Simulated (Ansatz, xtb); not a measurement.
## BrClCuHSi: where a starting geometry ends

The starting geometry of this gas-phase singlet has its atoms placed at random.

```tsv
atom	x (Å)	y (Å)	z (Å)
Br	-0.3464	1.2647	-0.5248
Cl	1.5671	-0.2148	0.5939
Cu	-0.3556	-1.1697	1.1824
Si	-1.5332	-0.7153	-1.0999
H	-0.7892	1.1354	1.3386
```

Question: One run relaxed it with r2SCAN-D4/def2-SVP. What is a likely outcome?

Answer: It ends as a structure with Br1 bridging Si4 and Cu3, Cl2 bridging Cu3 and H5, given below by its coordinates. Distances that change by over a tenth: Br1–Cl2 (2.66 → 3.47 Å), Br1–H5 (1.92 → 2.18 Å), Cl2–Cu3 (2.23 → 2.45 Å), Cu3–Si4 (2.61 → 2.20 Å). Contacts that close: Cl2–H5 (2.82 → 1.35 Å).

The energy falls by 4.07 eV over 17 steps:

| step | E − E(last) (eV) |
| --- | --- |
| 1 | 4.075 |
| 3 | 1.826 |
| 5 | 1.116 |
| 6 | 1.061 |
| 8 | 0.791 |
| 10 | 0.540 |
| 12 | 0.253 |
| 13 | 0.077 |
| 15 | 0.001 |
| 17 | 0.000 |

Final geometry (Å):

```xyz
5

Br   -1.2886    1.4392   -0.2566
Cl    1.4089    0.1107    1.4807
Cu   -0.1338   -1.3600    0.2655
Si   -1.9117   -0.7882   -0.9061
H     0.4679    0.8985    0.9067
```

From the same start GFN2-xTB ends elsewhere, in pieces: ClCuSi + BrH.

From so rough a start the end depends on the optimiser's path, so another program may land elsewhere. The end wasn't checked by frequencies. Run with Ansatz 0.2.0, 47 s on 1 thread of AMD EPYC 9R45 96-Core Processor (Zen 5) (shared host).
